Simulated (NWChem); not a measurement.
# NbNHF₃; SMILES [NH]=[Nb]([F])([F])[F]

Computed with NWChem. Coordinates come from a PBE0/def2-SVP (def2 core potentials past Kr) optimisation.

For level PBE0/STO-3G, non-relativistic:

highest occupied level (eV): -4.49
orbital gap (eV): 7.53
dipole (D): 0.39

Q: Estimate the same quantities for level PBE0/3-21G, non-relativistic.

A: 
- highest occupied level (eV) = -8.55
- orbital gap (eV) = 6.93
- dipole (D) = 1.52
